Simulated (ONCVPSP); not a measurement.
**u(r) = r·R(r): atom against pseudo-atom (Mo (Z = 42))**

Columns: radius, all-electron u(r) and pseudo u(r) of the 4d shell (level -3.75 eV) of molybdenum in the configuration [Ar] 3d10 4s2 4p6 4d5 5s1; PBE, scalar-relativistic, ONCV scheme, ONCVPSP 4.0.1.

| r (bohr) | all-electron | pseudo |
| --- | --- | --- |
| 0.110 | -0.1465 | 0.0023 |
| 0.220 | -0.3260 | 0.0179 |
| 0.330 | -0.3086 | 0.0567 |
| 0.440 | -0.1568 | 0.1226 |
| 0.550 | 0.0417 | 0.2135 |
| 0.660 | 0.2350 | 0.3211 |
| 0.770 | 0.3997 | 0.4338 |
| 0.880 | 0.5288 | 0.5394 |
| 0.990 | 0.6224 | 0.6278 |
| 1.100 | 0.6846 | 0.6931 |
| 1.210 | 0.7209 | 0.7335 |
| 1.320 | 0.7371 | 0.7511 |
| 1.430 | 0.7382 | 0.7504 |
| 1.540 | 0.7284 | 0.7369 |
| 1.650 | 0.7110 | 0.7156 |
| 1.760 | 0.6883 | 0.6902 |
| 1.870 | 0.6625 | 0.6630 |
| 1.980 | 0.6347 | 0.6347 |
| 2.090 | 0.6060 | 0.6060 |
| 2.200 | 0.5771 | 0.5771 |
| 2.310 | 0.5485 | 0.5485 |
| 2.420 | 0.5206 | 0.5206 |
| 2.530 | 0.4934 | 0.4934 |
| 2.640 | 0.4673 | 0.4673 |
| 2.750 | 0.4423 | 0.4423 |
| 2.860 | 0.4183 | 0.4183 |

Question: How many radial nodes do the two functions have?

Answer: The all-electron 4d function has n − l − 1 = 1; the pseudo-wave has 0, since the states of the same l below it are removed with the core.

Question: At about which radius was the pseudo-wave matched?

Answer: 2.20 bohr. The columns agree to 0.0005 from 1.98 bohr on; several derivatives are matched, so the curves merge somewhat inside the radius.

Question: Where does each function peak?

Answer: Outermost all-electron maximum near 1.43 bohr, pseudo maximum near 1.32 bohr (to the table’s step).

Question: Is the pseudo-wave norm-conserving?

Answer: Yes: the ONCV scheme keeps the norm inside the radius equal to the all-electron one, which fixes the energy derivative of the logarithmic derivative at the level.
